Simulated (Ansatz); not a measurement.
## Relative stability

The two ends of one reaction step of BH₃BrClO₂, singlet (PBE0-D4/def2-TZVP).

A:

```xyz
8
angstrom
B -0.7310 0.3640 0.4103
Br 0.5303 1.5284 -0.5598
O -1.7859 -0.1620 -0.2314
O -0.5382 0.1063 1.7132
H 1.8588 -0.6001 -1.0924
Cl 2.2631 -1.8197 -1.1672
H -1.8406 0.0675 -1.1609
H 0.2438 0.5156 2.0881
```

B:

| atom | x (Å) | y (Å) | z (Å) |
| --- | --- | --- | --- |
| B1 | -0.7957 | -0.4606 | 0.1737 |
| Br2 | 2.5694 | 1.8913 | 0.0362 |
| O3 | -1.9363 | -1.1606 | 0.3334 |
| O4 | -0.4311 | 0.4324 | 1.1043 |
| H5 | 2.1078 | 0.9199 | -0.9035 |
| Cl6 | 0.2096 | -0.7504 | -1.2963 |
| H7 | -2.1164 | -1.7748 | -0.3806 |
| H8 | 0.3930 | 0.9026 | 0.9329 |

Ansatz 0.2.0; basis: def2-TZVPP; cores frozen in the correlated methods. Filled d shells of the heavier atoms are correlated. The def2 sets are not built for correlating such inner shells, so the correlated values are less sure here. B3LYP uses VWN-RPA correlation.

Task: Which structure is lower at CCSD(T), and by how much? (To be estimated.)

Result: The calculation gives: B, by 0.132 eV (electronic energy, against the other). By their contacts, A is a complex of BH₂BrO₂ ([OH][B]([OH])[Br]) + HCl and B is a complex of BH₂ClO₂ ([OH][B]([OH])[Cl]) + HBr.

All methods give the same order:

```json
{"method": "SPW92", "E(B) − E(A) (eV)": "-0.225"}
{"method": "PBE-D4", "E(B) − E(A) (eV)": "-0.155"}
{"method": "BLYP-D4", "E(B) − E(A) (eV)": "-0.165"}
{"method": "r2SCAN-D4", "E(B) − E(A) (eV)": "-0.159"}
{"method": "B97M-V", "E(B) − E(A) (eV)": "-0.189"}
{"method": "PBE0-D4", "E(B) − E(A) (eV)": "-0.148"}
{"method": "B3LYP-D4", "E(B) − E(A) (eV)": "-0.162"}
{"method": "r2SCAN0-D4", "E(B) − E(A) (eV)": "-0.154"}
{"method": "BHLYP-D4", "E(B) − E(A) (eV)": "-0.161"}
{"method": "CAM-B3LYP-D4", "E(B) − E(A) (eV)": "-0.178"}
{"method": "wB97X-V", "E(B) − E(A) (eV)": "-0.157"}
{"method": "wB97M-V", "E(B) − E(A) (eV)": "-0.158"}
{"method": "B2PLYP", "E(B) − E(A) (eV)": "-0.147"}
{"method": "PBE-QIDH", "E(B) − E(A) (eV)": "-0.137"}
{"method": "RPA on PBE", "E(B) − E(A) (eV)": "-0.115"}
{"method": "HF", "E(B) − E(A) (eV)": "-0.121"}
{"method": "MP2", "E(B) − E(A) (eV)": "-0.118"}
{"method": "CCSD", "E(B) − E(A) (eV)": "-0.127"}
{"method": "CCSD(T)", "E(B) − E(A) (eV)": "-0.132"}
```

The T1 diagnostic stays at or below 0.010.

Labels in which every atom is bracketed show which atoms are joined, not bond orders.

For scale, one of the runs: CCSD(T)/def2-TZVPP, 225 basis functions, launched by `ansatz run in.yaml --threads 8 --pin off --events-out ev --progress --plain --max-ram 19148MiB`. Hardware: 8 CPU threads of an Arm Neoverse V2, shared host. Wall time 82 s; peak host memory 3.9 GiB.
